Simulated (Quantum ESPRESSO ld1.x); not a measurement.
Q: Radial electron density D(r) = 4 pi r^2 rho(r) of an atom or ion with 34 electrons. Calculated with ld1.x of Quantum ESPRESSO 7.5: Dirac Kohn-Sham, LDA (Slater exchange, Perdew-Wang correlation), spin-unpolarised, spherical densities, point nucleus.

r (bohr),D(r) (e/bohr)
0.002543,2.192
0.002914,2.781
0.003338,3.517
0.003824,4.428
0.004417,5.623
0.00506,7.005
0.005797,8.672
0.006642,10.66
0.007609,12.99
0.008718,15.68
0.009988,18.73
0.01144,22.09
0.01311,25.70
0.01502,29.42
0.01721,33.07
0.01972,36.43
0.02259,39.23
0.02588,41.20
0.02965,42.14
0.03397,41.93
0.03923,40.57
0.04494,38.55
0.05149,36.39
0.05899,34.82
0.06759,34.54
0.07743,36.01
0.08871,39.17
0.1016,43.34
0.1164,47.26
0.1334,49.43
0.1528,48.70
0.1751,44.81
0.2006,38.69
0.2298,32.28
0.2633,27.72
0.3017,26.34
0.3484,28.10
0.3992,31.01
0.4573,32.80
0.5239,31.85
0.6003,27.92
0.6877,22.06
0.7879,15.87
0.9027,10.72
1.034,7.226
1.185,5.296
1.357,4.400
1.555,3.946
1.782,3.523
2.041,2.967
2.339,2.301
2.68,1.628
3.095,1.017
3.545,0.5880
4.062,0.3053
4.654,0.1408
5.332,0.05684
6.108,0.01974
6.998,0.005776
8.018,0.001393

What is the nuclear charge?

A: Z = 34. The innermost maximum, from 1s, lies near gamma/Z bohr with gamma = sqrt(1 - (Z/c)^2) = 0.969, here 0.0285 bohr (found: 0.0309), and its height grows with Z. The density is that of neutral selenium in [Ar] 3d10 4s2 4p4; the configuration itself is not fixed sharply by these data, and Z only to about a unit. D(r) has 3 maxima, at r = 0.0309, 0.139, 0.468 bohr, and minima at 0.0649, 0.297 bohr, inside which lie 2.10, 10.98 electrons.
